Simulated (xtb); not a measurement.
H3Si2, doublet, from a rough starting geometry; GFN2-xTB in xtb.

xtb was given this input:
```
$ xtb mol.xyz --gfn 2 --uhf 1 --opt vtight --json

# file mol.xyz
5

Si     1.36271082    -0.89827384     0.04287145
Si    -0.59751464     0.11367864    -0.04259663
H      2.36729457     0.27571598     0.01760247
H     -1.41755725     1.40842842    -0.04879169
H     -1.73145121    -0.87077152    -0.00108625
```

Problem. Write the output that xtb gives for this input, abridged.

Solution. 
```
   ID    Z sym.   atoms
    1   14 Si     1, 2
    2    1 H      3-5

           -------------------------------------------------
          |                Calculation Setup                |
           -------------------------------------------------

           -------------------------------------------------
          |                 G F N 2 - x T B                 |
           -------------------------------------------------

          ...................................................
          :                      SETUP                      :
          :.................................................:
          :  # basis functions                  23          :
          :  # atomic orbitals                  21          :
          :  # shells                            9          :
          :  # electrons                        11          :
          :  max. iterations                   250          :
          :  Hamiltonian                  GFN2-xTB          :
          :  restarted?                      false          :
          :  GBSA solvation                  false          :
          :  PC potential                    false          :
          :  electronic temp.          300.0000000     K    :
          :  accuracy                    1.0000000          :
          :  -> integral cutoff          0.2500000E+02      :
          :  -> integral neglect         0.1000000E-07      :
          :  -> SCF convergence          0.1000000E-05 Eh   :
          :  -> wf. convergence          0.1000000E-03 e    :
          :  Broyden damping             0.4000000          :
          :  net charge                          0          :
          :  unpaired electrons                  1          :
          ...................................................

 iter      E             dE          RMSdq      gap      omega  full diag
   1     -4.8629444 -0.486294E+01  0.156E+01    1.41       0.0  T
   2     -4.8329251  0.300193E-01  0.118E+01    1.75       1.0  T
   3     -4.6250552  0.207870E+00  0.992E+00    2.13       1.0  T
   4     -4.9124796 -0.287424E+00  0.250E+00    1.44       1.0  T
   5     -4.9168203 -0.434074E-02  0.952E-01    1.45       1.0  T
   6     -4.9169742 -0.153922E-03  0.728E-01    1.44       1.0  T
   7     -4.9170453 -0.710319E-04  0.502E-01    1.43       1.0  T
   8     -4.9171313 -0.860313E-04  0.148E-01    1.43       1.0  T
   9     -4.9171441 -0.128226E-04  0.337E-02    1.44       1.3  T
  10     -4.9171463 -0.216902E-05  0.134E-02    1.44       3.3  T
  11     -4.9171462  0.754672E-07  0.137E-02    1.44       3.3  T
  12     -4.9171465 -0.227022E-06  0.142E-03    1.44      31.5  T
  13     -4.9171465 -0.723933E-09  0.946E-04    1.44      47.3  T
  14     -4.9171465 -0.110786E-08  0.245E-04    1.44     182.2  T

   *** convergence criteria satisfied after 14 iterations ***

         :::::::::::::::::::::::::::::::::::::::::::::::::::::
         ::                     SUMMARY                     ::
         :::::::::::::::::::::::::::::::::::::::::::::::::::::
         :: total energy              -4.885156107559 Eh    ::
         :: gradient norm              0.019910782609 Eh/a0 ::
         :: HOMO-LUMO gap              1.435830550320 eV    ::
         ::.................................................::
         :: SCC energy                -4.917146304831 Eh    ::
         :: -> isotropic ES            0.003785259124 Eh    ::
         :: -> anisotropic ES         -0.001107038320 Eh    ::
         :: -> anisotropic XC         -0.014362113063 Eh    ::
         :: -> dispersion             -0.003142305160 Eh    ::
         :: repulsion energy           0.031990197272 Eh    ::
         :: add. restraining           0.000000000000 Eh    ::
         :: total charge              -0.000000000000 e     ::
         :::::::::::::::::::::::::::::::::::::::::::::::::::::

      -----------------------------------------------------------
     |                   =====================                   |
     |                        A N C O P T                        |
     |                   =====================                   |
     |               Approximate Normal Coordinate               |
     |                Rational Function Optimizer                |
      -----------------------------------------------------------
      -----------------------------------------------------------
     |                   =====================                   |
     |                        A N C O P T                        |
     |                   =====================                   |
     |               Approximate Normal Coordinate               |
     |                Rational Function Optimizer                |
      -----------------------------------------------------------

          ...................................................
          :                      SETUP                      :
          :.................................................:
          :   optimization level         verytight          :
          :   max. optcycles                   200          :
          :   ANC micro-cycles                  20          :
          :   degrees of freedom                 9          :
          :.................................................:
          :   RF solver                   davidson          :
          :   write xtbopt.log                true          :
          :   linear?                        false          :
          :   energy convergence         0.1000000E-06 Eh   :
          :   grad. convergence          0.2000000E-03 Eh/α :
          :   maxmium RF displ.          1.0000000          :
          :   Hlow (freq-cutoff)         0.1000000E-01      :
          :   Hmax (freq-cutoff)         5.0000000          :
          :   S6 in model hess.         20.0000000          :
          ...................................................

generating ANC from exact Hessian ...
Using Lindh-Hessian (1995)
[...]
 * total energy  :    -4.8851561 Eh     change       -0.9505641E-10 Eh
 * total energy  :    -4.8858065 Eh     change       -0.6503458E-03 Eh
 * total energy  :    -4.8859795 Eh     change       -0.1730244E-03 Eh
 * total energy  :    -4.8862480 Eh     change       -0.2685547E-03 Eh
 * total energy  :    -4.8862907 Eh     change       -0.4263579E-04 Eh
 * total energy  :    -4.8863160 Eh     change       -0.2534840E-04 Eh
 * total energy  :    -4.8863073 Eh     change        0.8750314E-05 Eh
 * total energy  :    -4.8863187 Eh     change       -0.1145348E-04 Eh
 * total energy  :    -4.8863188 Eh     change       -0.1048089E-06 Eh
 * total energy  :    -4.8863189 Eh     change       -0.7624052E-07 Eh
   *** GEOMETRY OPTIMIZATION CONVERGED AFTER 10 ITERATIONS ***
[...]
          :  electronic temp.          300.0000000     K    :
          :  accuracy                    1.0000000          :
          :  -> integral cutoff          0.2500000E+02      :
          :  -> integral neglect         0.1000000E-07      :
          :  -> SCF convergence          0.1000000E-05 Eh   :
          :  -> wf. convergence          0.1000000E-03 e    :
          :  Broyden damping             0.4000000          :
          :  net charge                          0          :
          :  unpaired electrons                  1          :
          ...................................................

 iter      E             dE          RMSdq      gap      omega  full diag
   1     -4.9246811 -0.492468E+01  0.662E-05    1.44       0.0  T
   2     -4.9246811  0.239453E-11  0.457E-05    1.44     978.8  T
   3     -4.9246811  0.672706E-11  0.655E-05    1.44     683.3  T

   *** convergence criteria satisfied after 3 iterations ***

         :::::::::::::::::::::::::::::::::::::::::::::::::::::
         ::                     SUMMARY                     ::
         :::::::::::::::::::::::::::::::::::::::::::::::::::::
         :: total energy              -4.886318901265 Eh    ::
         :: gradient norm              0.000072291942 Eh/a0 ::
         :: HOMO-LUMO gap              1.441487703427 eV    ::
         ::.................................................::
         :: SCC energy                -4.924680983679 Eh    ::
         :: -> isotropic ES            0.003527156611 Eh    ::
         :: -> anisotropic ES         -0.000998120953 Eh    ::
         :: -> anisotropic XC         -0.014602796204 Eh    ::
         :: -> dispersion             -0.003112100209 Eh    ::
         :: repulsion energy           0.038362082414 Eh    ::
         :: add. restraining           0.000000000000 Eh    ::
         :: total charge              -0.000000000000 e     ::
         :::::::::::::::::::::::::::::::::::::::::::::::::::::

           -------------------------------------------------
          |                Property Printout                |
           -------------------------------------------------

    * Orbital Energies and Occupations

         #    Occupation            Energy/Eh            Energy/eV
      -------------------------------------------------------------
         1        2.0000           -0.6867074             -18.6863
         2        2.0000           -0.5521489             -15.0247
         3        2.0000           -0.4002619             -10.8917
         4        2.0000           -0.3645007              -9.9186
         5        2.0000           -0.3142122              -8.5502
         6        1.0000           -0.2621669              -7.1339 (HOMO)
         7                         -0.2091932              -5.6924 (LUMO)
         8                         -0.1870318              -5.0894
         9                         -0.1299752              -3.5368
        10                         -0.1251615              -3.4058
        11                         -0.0758978              -2.0653
        12                         -0.0658786              -1.7926
        13                         -0.0616437              -1.6774
        14                         -0.0191466              -0.5210
        15                         -0.0152602              -0.4153
        16                          0.0445494               1.2123
        17                          0.0829175               2.2563
       ...                                ...                  ...
        21                          1.4408357              39.2071
      -------------------------------------------------------------
                  HL-Gap            0.0529737 Eh            1.4415 eV
             Fermi-level           -0.2619348 Eh           -7.1276 eV

     #   Z          covCN         q      C6AA      α(0)
     1  14 Si       1.869     0.189   194.318    29.625
     2  14 Si       2.793     0.241   186.166    29.955
     3   1 H        0.902    -0.161     8.276     4.501
     4   1 H        0.912    -0.083     5.002     3.498
     5   1 H        0.914    -0.186     9.850     4.909

 Mol. C6AA /au·bohr⁶  :       1265.396295
 Mol. C8AA /au·bohr⁸  :      68075.869240
 Mol. α(0) /au        :         72.487859

Wiberg/Mayer (AO) data.
largest (>0.10) Wiberg bond orders for each atom

 ---------------------------------------------------------------------------
     #   Z sym  total        # sym  WBO       # sym  WBO       # sym  WBO
 ---------------------------------------------------------------------------
     1  14 Si   2.801 --     2 Si   1.784     3 H    0.913
     2  14 Si   3.634 --     1 Si   1.784     5 H    0.898     4 H    0.894
     3   1 H    0.974 --     1 Si   0.913
     4   1 H    0.993 --     2 Si   0.894
     5   1 H    0.965 --     2 Si   0.898
 ---------------------------------------------------------------------------

Topologies differ in total number of bonds
Writing topology from bond orders to xtbtopo.mol

molecular dipole:
                 x           y           z       tot (Debye)
 q only:        0.320      -0.249       0.008
   full:       -0.041       0.185      -0.005       0.480
molecular quadrupole (traceless):
                xx          xy          yy          xz          yz          zz
 q only:       -3.814      -2.427       1.506      -0.056      -0.014       2.309
  q+dip:       -1.431      -1.735       0.937       0.005      -0.038       0.495
   full:       -3.128       0.653      -1.388      -0.130       0.121       4.516

optimized geometry written to: xtbopt.xyz

           -------------------------------------------------
          | TOTAL ENERGY               -4.886318901265 Eh   |
          | GRADIENT NORM               0.000072291942 Eh/α |
          | HOMO-LUMO GAP               1.441487703427 eV   |
           -------------------------------------------------

normal termination of xtb
```
